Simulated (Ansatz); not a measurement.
The cluster Ag₃H₃⁻. The state is a quartet with charge -1. Geometry PBE-D4/def2-TZVPD; atoms count from 1.

Cartesian coordinates in Å:
```
Ag -2.072 -0.518 -0.662
Ag 2.795 -0.606 1.629
Ag 0.358 0.248 0.526
H -2.077 0.057 -2.268
H 1.429 0.657 1.827
H -0.432 0.162 -1.052
```

In the def2 sets Ag takes a core potential; there is no spin–orbit coupling. At PBE0-D4/def2-TZVPD a doublet of charge -1 lies 2.75 eV below the quartet, each at its own geometry. The structure comes from a short search, and lower isomers may exist.

Q: Estimate the Mulliken populations from the PBE0/def2-TZVPD orbitals of Ansatz.

A: 
```csv
atom,charge (e),spin (α − β),d electrons
Ag1,-0.64,1.06,9.71
Ag2,-0.44,0.85,9.91
Ag3,-0.38,0.27,9.84
H4,0.08,0.51,–
H5,0.14,0.11,–
H6,0.24,0.19,–
```
Mulliken values depend strongly on the basis. With diffuse functions, as here, like atoms can get unlike values, and bond orders can come out too low or too high.

Q: Where does the spin sit?

A: Summed by element: Ag 2.18, H 0.82, of 3 unpaired in all. Largest on single atoms: Ag1 1.06, Ag2 0.85, H4 0.51.

Q: And the Mayer bond orders between heavy atoms (over 0.3)?

A: Ag1–Ag3 0.57 (2.81 Å); Ag2–Ag3 0.54 (2.81 Å).
